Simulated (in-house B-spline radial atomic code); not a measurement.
## Ne⁶⁺: [He] 2s1 3s1 (an excited or competing configuration)

Computed with a radial B-spline atomic code at the basis-set limit: non-relativistic PBE0, spin-polarised, spherical fractional occupations, exact exchange averaged over the configuration, point nucleus.

Screening seen three ways: the hydrogenic charge with the same mean radius, Z_r = [3n² - l(l+1)]/(2<r>), the one with the same energy, Z_e = n√(-2ε), and Slater's rules. Values are occupation-weighted means over spin.

```tsv
shell	electrons	ε (eV)	<r> (bohr)	Z_r	Z_e	Slater
1s	2	-1080.9	0.1567	9.57	8.91	9.70
2s	1	-211.82	0.6894	8.70	7.89	8.30
3s	1	-82.094	1.68	8.03	7.37	7.15
```

The least bound orbital is 3s up at -82.09 eV, and it is also the most diffuse (<r> = 1.68 bohr).
